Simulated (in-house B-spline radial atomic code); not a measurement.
The nitrogen ion N⁶⁺: 1s1

Computed with a B-spline radial code for spherical atoms: non-relativistic HSE06, spin-polarised, spherical fractional occupations, point nucleus.

Z_r = [3n² - l(l+1)]/(2<r>); Z_e = n√(-2ε); the last column is Slater's effective charge. Values are occupation-weighted means over spin.

```tsv
shell	electrons	ε (eV)	<r> (bohr)	Z_r	Z_e	Slater
1s	1	-633.06	0.2149	6.98	6.82	7.00
```

The least bound orbital is 1s up at -633.1 eV, and it is also the most diffuse (<r> = 0.2149 bohr).
